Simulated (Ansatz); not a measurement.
Ideal-gas functions of BBrH4OSi, SMILES `BO[SiH2]Br` at 298.15 K and 1 bar, from an Ansatz frequency run at PBE0-D4/def2-TZVP.

Molar mass 138.83 g/mol, point group C1 (symmetry number 1), electronic degeneracy 1, moments of inertia 51.865, 304.71, 338.183 u Å². Harmonic wavenumbers (cm⁻¹, unscaled): 45, 178, 198, 291, 445, 606, 730, 776, 882, 950, 1023, 1059, 1225, 1373, 2259, 2287, 2548, 2652.

Use S(trans) = R[1.5 ln M + 2.5 ln T − 1.1517]; rotational temperatures θ = 24.2544 K / I; S(rot) = R[ln(√π/σ · √(T³/θAθBθC)) + 1.5]; for each mode x = 1.438777 ν̃/T, S = R[x/(eˣ − 1) − ln(1 − e⁻ˣ)] and H = RT x/(eˣ − 1); 1 cm⁻¹ = 0.0119627 kJ/mol; R = 8.31446 J/(mol·K).

Q: By hand: the entropy, in J/(mol·K).

A: Translation 170.4. Rotation: θ = 0.4676, 0.0796, 0.0717 K, giving 112.9. Vibration, mode by mode: 21.03, 9.83, 9.00, 6.14, 3.39, 1.84, 1.14, 0.95, 0.63, 0.48, 0.36, 0.31, 0.16, 0.08, 0.00, 0.00, 0.00, 0.00, in all 55.3. Electronic 0.0. Sum 338.6 J/(mol·K).

Q: By hand: H − E and G − E in kJ/mol, counted from the electronic energy.

A: Zero-point energy ½ × 19527 × 0.0119627 = 116.8; thermal vibration 8.5; translation, rotation and pV give 4 RT = 9.9. H − E = 135.2 kJ/mol, and G − E = 135.2 − 298.15 × 338.6/1000 = 34.2 kJ/mol.

Vibration gives 16 % of the entropy, 21.0 J/(mol·K) of it from the mode under 150 cm⁻¹: soft modes count most, and the harmonic formula is weakest for them. The sum counts one conformer and one mirror image; others add a mixing term.
